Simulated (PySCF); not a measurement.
Compound: CH10O2Si3.
SMILES with atom numbers: `[CH3:1][Si@H:2]([SiH3:3])[O:4][SiH2:5][OH:6]` (hydrogens: H7, H8, H9 on C1; H10 on Si2; H11, H12, H13 on Si3; H14, H15 on Si5; H16 on O6)

Computed with PySCF at PBE0/pcSseg-1 and PBE0/def2-SVPD, non-relativistic, on one gas-phase PBE0-D3(BJ)/def2-SVP geometry that isn't relaxed in the solvent. The solvent is an IEF-PCM continuum (Bondi radii, 1.10 Å for H, scaled by 1.2). Specific hydrogen bonds and non-electrostatic terms are outside this model.

Gas phase at PBE0/pcSseg-1: HOMO -7.76 eV, LUMO 0.03 eV, dipole 1.75 D.

Question: What does the continuum do to the energy, the frontier levels and the dipole at PBE0/pcSseg-1 in cyclohexane and chloroform?

Answer: 
```csv
solvent,ε,E(solvent) − E(gas) (kJ/mol),polarisation term (kJ/mol),distortion of the solute (kJ/mol),HOMO (eV),LUMO (eV),dipole (D)
cyclohexane,2.017,-7.89,-8.15,0.26,-7.71,0.09,1.91
chloroform,4.711,-14.48,-15.39,0.91,-7.69,0.11,2.05
```

The polarisation term is half the interaction of the solute with the surface charges that it induces; the rest is the cost of distorting the solute's density. The sum is the electrostatic part of solvation alone. From cyclohexane to chloroform the lowering changes by a factor 1.84, Onsager's factor (ε − 1)/(2ε + 1) by 1.76 and ε itself by 2.3.

Question: Which radius a makes the point-dipole formula ΔE = −[(ε − 1)/(2ε + 1)]·μ²/a³ give the value in chloroform, with the gas-phase dipole?

Answer: μ = 0.689 au and |ΔE| = 0.00551 Eh give a = 1.66 Å; the farthest nucleus lies 3.58 Å from the centroid of the nuclei, so such a sphere wouldn't even hold the nuclei. The formula assumes a rigid point dipole at the centre of a sphere.

Question: Which ESP-fitted charges (PBE0/pcSseg-1) respond most in chloroform (means over atoms taken as equivalent)?

Answer: 
| atoms | environment | gas (e) | solvent (e) | change |
| --- | --- | --- | --- | --- |
| O6 | silanol oxygen | -0.711 | -0.752 | -0.041 |
| Si2 | oxygen-bound silicon | +0.732 | +0.765 | +0.033 |
| H16 | hydroxyl hydrogen | +0.445 | +0.476 | +0.031 |
| O4 | siloxane oxygen | -0.573 | -0.602 | -0.029 |
| Si5 | oxygen-bound silicon | +0.792 | +0.822 | +0.030 |
| H10 | Si–H hydrogen | -0.159 | -0.170 | -0.011 |
| H14 | Si–H hydrogen | -0.116 | -0.123 | -0.007 |
| H11/H12/H13 | Si–H hydrogen | -0.034 | -0.037 | -0.003 |
| C1 | Si-methyl carbon | -0.590 | -0.588 | +0.002 |
| H15 | Si–H hydrogen | -0.144 | -0.146 | -0.002 |
| Si3 | SiH3 silicon | -0.006 | -0.007 | -0.001 |
| H7/H8/H9 | methyl hydrogen | +0.144 | +0.145 | +0.001 |

Question: Which Mayer bond orders change most in chloroform?

Answer: 
```csv
bond,length (Å),gas,solvent,change
O6–H16,0.962,0.931,0.921,-0.010
C1–Si2,1.874,0.940,0.949,+0.009
Si2–O4,1.676,0.863,0.858,-0.005
O4–Si5,1.654,0.943,0.940,-0.003
C1–H8,1.101,0.955,0.952,-0.003
Si5–O6,1.662,1.013,1.015,+0.002
C1–H7,1.101,0.952,0.950,-0.002
C1–H9,1.101,0.948,0.946,-0.002
```

Gas phase at PBE0/def2-SVPD: HOMO -7.71 eV, LUMO -0.12 eV, dipole 1.64 D.

Question: What does the continuum do to the energy, the frontier levels and the dipole at PBE0/def2-SVPD in chloroform?

Answer: 
```csv
solvent,ε,E(solvent) − E(gas) (kJ/mol),polarisation term (kJ/mol),distortion of the solute (kJ/mol),HOMO (eV),LUMO (eV),dipole (D)
chloroform,4.711,-13.03,-14.14,1.11,-7.65,-0.04,1.99
```

Question: How does the static polarisability (PBE0/def2-SVPD, frozen core, with the continuum's full static response) change?

Answer: 
```
    medium  isotropic (au)  principal values (au)  ⟨r²⟩ of the electrons (bohr²)
       gas           101.6     91.4, 102.4, 110.9                         1377.7
chloroform           125.5    116.2, 124.7, 135.5                         1377.6
```

The isotropic value in chloroform is 1.24 times the gas-phase one; no cavity-field correction is applied. ⟨r²⟩ is taken about the centre of nuclear charge.

Shape of the structure used: `[CH3:1][Si@H:2]([SiH3:3])[O:4][SiH2:5][OH:6]`: C1–Si2–O4–Si5 73°, Si2–O4–Si5–O6 -58°, H–O6–Si5–O4 -69°.
